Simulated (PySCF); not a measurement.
Electronic structure of Ti(3+) (titanium, charge +3) at the UHF level

Configuration: [Ar] 3d1, 2D determinant. Computed with PySCF 2.14 in aug-cc-pVDZ-DK (7s6p4d2f, 59 functions), with scalar relativity by spin-free X2C-1e.

```
Total energy                                                  : -851.075440 hartree
One-electron energy                                           : -1141.7359 hartree
Hartree (Coulomb) energy                                      : 331.2110 hartree
Exchange energy                                               : -40.5505 hartree
⟨S²⟩                                                          : 0.7515
⟨L²⟩                                                          : 6.015
Sum of ⟨r⟩                                                    : 12.20 bohr
Sum of ⟨r²⟩                                                   : 13.12 bohr²
Traceless quadrupole moment −½Σ⟨3z² − r²⟩ along its main axis : 0.498 e·bohr²
Langevin diamagnetic susceptibility                           : -10.4 ×10⁻⁶ cm³/mol
Time after the integrals                                      : 0.38 s of wall time on 1 thread of Neoverse-N1 (shared host)
```

| shell | electrons | mean orbital energy (hartree) | spread (hartree) | rms radius, mean of both spins (bohr) |
| --- | --- | --- | --- | --- |
| 1s α | 1 | -185.75298 | 0 | 0.0804 |
| 1s β | 1 | -185.75273 | 0 | 0.0804 |
| 2s α | 1 | -23.00798 | 0 | 0.350 |
| 2s β | 1 | -22.98649 | 0 | 0.350 |
| 2p α | 3 | -19.17856 | 0.00213 | 0.320 |
| 2p β | 3 | -19.15650 | 0.02865 | 0.320 |
| 3s α | 1 | -4.17008 | 0 | 1.06 |
| 3s β | 1 | -4.09737 | 0 | 1.06 |
| 3p α | 3 | -3.04789 | 0.04796 | 1.16 |
| 3p β | 3 | -2.95869 | 0.07110 | 1.16 |
| 3d α | 1 | -1.62244 | 0 | 1.37 |

Densities and radii are taken from the X2C orbitals without a picture-change correction, which distorts them close to the nucleus.
